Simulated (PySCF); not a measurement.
C₃H₇NSi, SMILES C=C=CN[SiH3].

Coordinates come from a B3LYP-D3(BJ)/def2-SVP optimisation. The structure was generated by enumeration, and PubChem lists no compound with its InChIKey, so it may never have been made. The values are those of a single conformer.

Two levels are set side by side: PBE/def2-TZVP (PySCF) and HF/def2-TZVP (PySCF). Same geometry, gas phase. Differences are taken from unrounded values.

| quantity | HF | PBE | PBE minus HF |
|---|---|---|---|
| orbital gap (eV) | 11.52 | 3.63 | -7.89 |
| highest occupied level (eV) | -8.55 | -4.86 | 3.69 |
| lowest empty level (eV) | 2.97 | -1.23 | -4.21 |
| dipole moment (D) | 1.24 | 1.25 | 0.01 |
| mean polarisability (bohr³) | 69.4 | 75.4 | 6.0 |

PBE's occupied levels lie high since its potential decays too fast outside the molecule; exact exchange lowers them and widens the gap. PBE's more diffuse valence density responds more strongly to a field. Differences between two approximate levels are no errors against the true value.

Rough cost on one machine, each run with all the roots and properties that it gave: HF against PBE about 1/4.
